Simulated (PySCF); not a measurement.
# Worked example: chemical shift, span and skew from a shielding tensor

AlClH4N2, SMILES [NH2][Al]([NH2])[Cl]. Atoms are numbered in the order given.

```xyz
8

Al     0.0000     0.0000     0.4132
Cl     0.0000     0.0000    -1.6950
N      0.0000    -1.5556     1.2442
H      0.0000    -2.4484     0.7655
H      0.0000    -1.6968     2.2470
N      0.0000     1.5556     1.2442
H      0.0000     1.6968     2.2470
H      0.0000     2.4484     0.7655
```

Geometry optimised at PBE0-D3(BJ)/def2-SVP. One conformer was computed; it need not be the lowest.

GIAO shieldings from PBE0/pcSseg-1 (PySCF), non-relativistic, no solvent. The symmetric part of the tensor of N3 has the principal values 228.8, 260.5, 281.3 ppm. The same nucleus in NH3 has σ = 267.4 ppm at this level (PySCF, at its B3LYP-D3(BJ)/def2-TZVP geometry). Without spin–orbit terms, shifts of atoms bonded to Cl or Br come out too high.

Problem. Work out the isotropic shielding, the ¹⁵N shift against NH3, the span and the skew.

Solution. 
σ(iso) = (σ11 + σ22 + σ33)/3 = 256.9 ppm. δ = σ(ref) − σ(iso) = 267.4 − (256.9) = 10.5 ppm.
Span Ω = σ33 − σ11 = 52.5 ppm. Skew κ = 3(σ(iso) − σ22)/Ω = -0.21. Tumbling in solution averages the tensor to δ; in a static solid the shielding alone would spread this spin-1/2 line over Ω.
